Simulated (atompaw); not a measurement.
Before and after: PAW (atompaw) potential for Ge (Z = 32)

```
Element                 : Ge
Generator               : atompaw 4.2.0.5
Type                    : PAW
Functional              : PBE
Relativity              : scalar-relativistic
Frozen core             : [Ar]
Valence charge          : 14
Reference configuration : 3d10 4s1.75 4p2.25
Partial waves           : 4s (bound); 4s channel at 1.3 Ry; 4p (bound); 4p channel at 0.6 Ry; 3d (bound); 3d channel at 1.7 Ry
Local potential         : vpsmatchnc scheme with l = 3 at 1 Ry, radius 1.80 bohr
Core correction         : smooth core density matched at 2.35 bohr
Augmentation charge     : besselshape compensation charge, radius 2.25 bohr; PAW radius 2.40 bohr; waves and projectors: bloechl
```

All-electron outer shells of the reference configuration (PBE, scalar-relativistic, ld1.x):

```tsv
shell	level (eV)	outermost node (bohr)	outermost maximum (bohr)
3s	-168.95	0.26	0.54
3p	-116.08	0.23	0.54
3d	-29.76	–	0.50
4s	-11.98	0.77	1.73
4p	-4.07	0.82	2.19
```

Change: local potential vpsmatchnc scheme with l = 3 at 1 Ry, radius 2.20 bohr.

Cutoffs: the cutoffs (Ry, on a coarse ladder) from which the occupation-weighted sum of valence levels, in a spherical-Bessel basis at the reference potential, stays within 10 and 1 mRy of its value at 400 Ry; they do not see the model core or the augmentation charge, which bear on the density cutoff.

Problem. What does the change do?

Solution. The potential gets softer (80 Ry and 100 Ry → 55 Ry and 70 Ry); the bound ghost in s disappears; the range in which the s phases agree narrows (upper end 3.6 → 2.6); the range in which the p phases agree widens (upper end 0.1 → 3.7). A state that the projectors do not describe sees the local part alone, so a deeper or shallower local part can create or remove a ghost.

```tsv
quantity	base	changed
cutoff, loose	80 Ry	55 Ry
cutoff, tight	100 Ry	70 Ry
loose cutoff by channel (10 mRy a level)	s 55 Ry, p 6 Ry, d 55 Ry	s 21 Ry, p 6 Ry, d 40 Ry
bound ghosts	s	none
s: phases at 2.41 bohr within 0.05 rad from the reference energy up to (Ry; the scan ends near 5)	3.6	2.6
p: phases at 2.41 bohr within 0.05 rad from the reference energy up to (Ry; the scan ends near 5)	0.1	3.7
d: phases at 2.41 bohr within 0.05 rad from the reference energy up to (Ry; the scan ends near 5)	to the end of the scan	to the end of the scan
lowest overlap eigenvalue by channel	s 0.05, p 0.01, d 1.00	s 0.24, p 0.01, d 1.00
```

 A true bound ghost makes a file unfit for plane-wave use even where its test errors are small: the radial tests pick states by their node count and pass the ghost by. The cutoffs see the waves, projectors and local potential, not the compensation charge or the core.
